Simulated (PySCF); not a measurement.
**Name the molecule from its bond curve**

A diatomic of charge 0 contains Br. Its singlet curve at RHF-MP2 in a triple-zeta basis (no relativity, PySCF), in eV from the separated fragments:

| R (Å) | E (eV) |
| --- | --- |
| 1.223 | -3.330 |
| 1.280 | -3.703 |
| 1.337 | -3.908 |
| 1.379 | -3.976 |
| 1.422 | -3.986 |
| 1.465 | -3.948 |
| 1.522 | -3.842 |
| 1.593 | -3.640 |
| 1.678 | -3.331 |
| 1.792 | -2.858 |

The fit gives ωe = 2742 cm⁻¹ and the rotational constant Bₑ = 8.539 cm⁻¹.

Question: Which atom is the partner?

Answer: The minimum lies at 1.409 Å, so the reduced mass is 16.8576 u Å² cm⁻¹/(Bₑ·Re²) = 0.9944 u. With Br at 78.92 u the partner weighs about 1.0 u: H. The molecule is HBr.

Correlated steps freeze 9 core orbitals.
